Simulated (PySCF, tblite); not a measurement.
Isomers of C6H10FNS, one GFN2-xTB conformer each. Single-point energies are computed at PBE0/pcSseg-1 (PySCF, gas phase, no added dispersion term), electronic only.

**Question.** Rank them by PBE0/pcSseg-1 energy, lowest first (kJ/mol).
A. `[H]/[N:9]=[CH:8]/[C@H:6](/[C:3]([S:2][CH3:1])=[CH:4]/[F:5])[CH3:7]` with C1–S2–C3–C4 -14°, S2–C3–C6–C7 -94°, C3–C6–C8–N9 128°
B. `[CH3:1][S:2][C:3]1=[C:4]([F:5])[N:6]([CH3:7])[CH2:8][CH2:9]1` with C1–S2–C3–C4 -18°, C3–C4–N6–C7 149°, C4–N6–C8–C9 -19°, N6–C8–C9–C3 17°, S2–C3–C9–C8 174°
C. `[CH3:1][C@@H:2]1[CH:3]=[N:4][CH2:5][C@H:6]([F:7])[C@@H:8]1[SH:9]` with C6–C8–S9–H -50°, C1–C2–C3–N4 -110°, C3–N4–C5–C6 12°, N4–C5–C6–F7 83°, C5–C6–C8–S9 -176°
D. `[CH2:1]=[CH:2][C@:3]([CH3:4])([F:5])[C:6](=[S:7])[NH:8][CH3:9]` with C1–C2–C3–C4 122°, C2–C3–C6–S7 -68°, C3–C6–N8–C9 -179°

**Answer.** C (0.0), D (0.7), B (47.8), A (96.8).

As drawn, the lowest has an S–H bond, which the highest lacks; the highest has an N–H bond and a C=C bond outside aromatic rings, which the lowest lacks. Neighbours under 10 kJ/mol apart (C[C@@H]1C=NC[C@H](F)[C@@H]1S and C=C[C@](C)(F)C(=S)NC) can change places with a better method, another conformer or zero-point energy. GFN2-xTB itself gives, in the same order: 0.0, 54.9, 18.8, 157.0. Both levels put the same isomer lowest; measured from each level's own lowest isomer, the values differ by up to 60.2 kJ/mol ([H]/N=C/[C@@H](C)/C(=C/F)SC: 157.0 against 96.8).

**Question.** Which frontier levels, dipoles and rotational constants go with these structures?

**Answer.** 
```json
{"SMILES": "C[C@@H]1C=NC[C@H](F)[C@@H]1S", "HOMO (eV, PBE0/pcSseg-1)": "-7.01", "LUMO (eV)": "-0.13", "dipole (D)": "0.79", "A, B, C (MHz)": "2022, 1210, 992.9"}
{"SMILES": "C=C[C@](C)(F)C(=S)NC", "HOMO (eV, PBE0/pcSseg-1)": "-6.21", "LUMO (eV)": "-0.91", "dipole (D)": "2.78", "A, B, C (MHz)": "1824, 1053, 916.4"}
{"SMILES": "CSC1=C(F)N(C)CC1", "HOMO (eV, PBE0/pcSseg-1)": "-5.05", "LUMO (eV)": "0.87", "dipole (D)": "1.78", "A, B, C (MHz)": "2480, 1016, 745.7"}
{"SMILES": "[H]/N=C/[C@@H](C)/C(=C/F)SC", "HOMO (eV, PBE0/pcSseg-1)": "-6.22", "LUMO (eV)": "-0.18", "dipole (D)": "1.01", "A, B, C (MHz)": "2222, 863.0, 708.2"}
```

**Question.** What happens when harmonic zero-point energies from GFN2-xTB frequencies are added?

**Answer.** 
| SMILES | ZPE (kJ/mol) | electronic (kJ/mol) | with ZPE (kJ/mol) |
| --- | --- | --- | --- |
| C[C@@H]1C=NC[C@H](F)[C@@H]1S | 393.7 | 0.0 | 3.0 |
| C=C[C@](C)(F)C(=S)NC | 390.1 | 0.7 | 0.0 |
| CSC1=C(F)N(C)CC1 | 394.7 | 47.8 | 51.8 |
| [H]/N=C/[C@@H](C)/C(=C/F)SC | 387.7 | 96.8 | 93.7 |

The zero-point energies span 7.0 kJ/mol. C=C[C@](C)(F)C(=S)NC becomes the lowest.
